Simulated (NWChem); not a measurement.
Molecule: NaOH; SMILES [Na][OH]

```xyz
3

Na    -0.0667    -0.9424     0.0000
O      0.1330     0.9559     0.0000
H      0.2311     1.9075     0.0000
```
Atoms are numbered in this order, from 1.

All runs use the structure optimised with PBE0/def2-SVP.

Q: Give the principal values of the shielding tensors (ppm) of Na1, O2 from LDA (Slater exchange, VWN5)/pcSseg-1, GIAO (NWChem), with their diamagnetic and paramagnetic parts as GIAO splits them.

A: 
```
atom    σ11    σ22    σ33  isotropic  diamagnetic  paramagnetic
----  -----  -----  -----  ---------  -----------  ------------
Na1   503.7  503.7  630.9      546.1        629.3         -83.2
O2    414.7  453.0  453.3      440.3        390.2          50.1
```
